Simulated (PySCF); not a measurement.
Compound: C4H6OSSi.
Numbering: `[SiH3:1][O:2][c:3]1[cH:4][cH:5][cH:6][s:7]1` (hydrogens: H8, H9, H10 on Si1; H11 on C4; H12 on C5; H13 on C6)

Structure used (GFN2-xTB), in Å, numbered top down from 1:
```xyz
13
C4H6OSSi angstrom
Si     2.672    0.072    0.204
O      1.290   -0.275   -0.598
C      0.017   -0.104   -0.269
C     -1.068   -0.533   -0.969
C     -2.290   -0.188   -0.346
C     -2.123    0.494    0.811
S     -0.455    0.738    1.180
H      2.744    1.505    0.487
H      2.715   -0.677    1.460
H      3.601   -0.388   -0.813
H     -0.989   -1.076   -1.893
H     -3.252   -0.444   -0.753
H     -2.867    0.876    1.481
```

Computed with TDDFT wB97X-D/def2-SVPD, vertical, gas phase, core orbitals frozen in the response (PySCF).

Transition dipole moments from the ground state, in atomic units and in the frame of the coordinates above (overall signs are arbitrary), for the states with f of 0.002 or more among the lowest 6:

```json
{"state": "S2", "E (eV)": "5.428", "μx": "0.953", "μy": "-0.168", "μz": "-0.265"}
{"state": "S4", "E (eV)": "6.115", "μx": "-0.300", "μy": "-0.215", "μz": "-0.366"}
{"state": "S6", "E (eV)": "6.795", "μx": "-0.024", "μy": "-0.143", "μz": "0.062"}
```

Work out the oscillator strengths.

f = (2/3) ΔE |μ|² with ΔE in hartree (27.2114 eV).

```tsv
state	|μ|² (au)	|μ| (D)	f
S2	1.007	2.55	0.134
S4	0.270	1.32	0.041
S6	0.025	0.40	0.004
```

Which bond between heavy atoms lies closest to the direction of the S2 transition dipole?

O2–C3, at 2° from it; next C4–C5 at 12°.

What angle do the transition dipoles of S2 and S4 make?

|cos θ| = |μa·μb| / (|μa| |μb|) = 0.29, so θ ≈ 73° (taken between 0 and 90°, since the signs are arbitrary).

What peak molar absorption coefficient would the strongest computed level give as a lone Gaussian band 0.4 eV wide at half height?

ε(max) = 2.175×10⁸ f / FWHM, with the width in cm⁻¹. S2: 2.175×10⁸ × 0.1340 / 3226 ≈ 9000 L mol⁻¹ cm⁻¹.

One conformer stands for the species.
